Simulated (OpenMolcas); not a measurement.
**Hg I: effect of the basis set**

```json
{
  "Program": "OpenMolcas 26.06",
  "Method": "SS-CASPT2, IPEA 0.25 Eh, imaginary shift 0.1 Eh (closed shells correlated: 5d)",
  "Active space": "2 electrons in 4 orbitals (6s 6p)",
  "State averaging": "2S+1 = 3 even, 3 roots (0 in the spin-orbit step); 2S+1 = 1 even, 1 root; 2S+1 = 3 odd, 3 roots; 2S+1 = 1 odd, 3 roots",
  "Spin-orbit coupling": "RASSI with atomic mean-field integrals over the reference wave functions, term energies averaged over their components"
}
```

A. ANO-RCC-VDZP [7s6p4d2f], DKH2, point nucleus; CASPT2 step roughly 1 core-seconds
B. ANO-RCC-VTZP [8s7p5d3f1g], X2C, point nucleus; CASPT2 step roughly 1.6 core-seconds
C. ANO-RCC-VTZP [8s7p5d3f1g], DKH2, point nucleus; CASPT2 step about 2.1 core-seconds
D. ANO-RCC-VQZP [9s8p6d4f2g1h], DKH2, point nucleus; CASPT2 step about 6 core-seconds

Energies in eV above 6s2 1S0, the measured ground level; measured values from NIST Handbook of Basic Atomic Spectroscopic Data.

```tsv
Level	A	B	C	D	Measured
6s2 1S0	0.0000	0.0000	0.0000	0.0000	0.0000
6s 6p 3P* 0	4.653	4.726	4.702	4.710	4.6674
6s 6p 3P* 1	4.849	4.920	4.896	4.916	4.8865
6s 6p 3P* 2	5.304	5.381	5.357	5.366	5.4606
6s 6p 1P* 1	6.919	6.763	6.742	6.721	6.7037
```

Deviations, from unrounded energies. A percentage is the sum of absolute deviations over the sum of measured energies, with the sign that they share, or ± where signs differ.

```tsv
Against measurement	Levels	A	B	C	D
mean absolute deviation (cm-1)	4	860	470	370	370
other configurations (%)	4	±2.0	±1.1	±0.9	±0.8
```

C, D lie about equally close to measurement and A furthest from it. The largest miss of D in the table is 6s 6p 3P* 2, by -760 cm-1. The ranking rests on the paired levels alone, and a cruder setting can come out closer through cancelling errors.

Among A to D the level of the table that moves most is 6s 6p 1P* 1, by 1600 cm-1 (lowest in D, highest in A).

Some high roots are left out of the spin-orbit mixing, which shifts the levels that they would mix with. Spin-orbit splittings of 6p shells tend to come out small when the coupling is added on scalar orbitals. Measured partners are found by configuration, term and J. A level has none where our copy of the source lacks it or the pairing is in doubt (some pairs that miss far off the trend of their configuration count as doubtful), and it then counts in no deviation. Levels of configurations outside the active space are missing.

* marks odd parity.
